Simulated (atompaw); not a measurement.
**cobalt (Co): one change to a PAW (atompaw) potential, before and after**

```json
{"Element": "Co", "Generator": "atompaw 4.2.0.5", "Type": "PAW", "Functional": "PBE", "Relativity": "scalar-relativistic", "Frozen core": "[Ne]", "Valence charge": "17", "Reference configuration": "3s2 3p6 3d7 4s2 4p0", "Partial waves": "3s (bound): rc 0.90 bohr; 4s (bound): rc 1.45 bohr; 3p (bound): rc 0.95 bohr; 4p (bound, empty): rc 1.45 bohr; 3d (bound): rc 1.45 bohr; 3d channel at 0.65 Ry: rc 1.45 bohr", "Local potential": "bessel scheme, radius 1.25 bohr", "Core correction": "smooth core density matched at 1.20 bohr", "Augmentation charge": "sinc compensation charge, radius 1.30 bohr; PAW radius 1.45 bohr; waves and projectors: custom polynom gramschmidtortho"}
```

Change: all radii scaled by about 1.23 (s 1.10, p 1.18, d 1.78 bohr); local potential bessel scheme, radius 1.54 bohr; augmentation sinc compensation charge, radius 1.60 bohr; PAW radius 1.78 bohr; waves and projectors: custom polynom gramschmidtortho; core correction smooth core density matched at 1.48 bohr.

Cutoffs: the cutoffs (Ry, on a coarse ladder) from which the occupation-weighted sum of valence levels, in a spherical-Bessel basis at the reference potential, stays within 10 and 1 mRy of its value at 400 Ry; they do not see the model core or the augmentation charge, which bear on the density cutoff.

**Question.** What does the change do?

**Answer.** The potential gets softer (90 Ry and 160 Ry → 80 Ry and 110 Ry); neither file shows a bound ghost. A larger radius leaves more room for a smooth pseudo-wave, so fewer plane waves are needed.

```tsv
quantity	base	changed
cutoff, loose	90 Ry	80 Ry
cutoff, tight	160 Ry	110 Ry
loose cutoff by channel (10 mRy a level)	s 55 Ry, p 70 Ry, d 40 Ry	s 35 Ry, p 45 Ry, d 30 Ry
bound ghosts	none	none
lowest overlap eigenvalue by channel	s 0.77, p 0.52, d 0.95	s 0.55, p 0.56, d 0.96
```

 The cutoffs see the waves, projectors and local potential, not the compensation charge or the core.
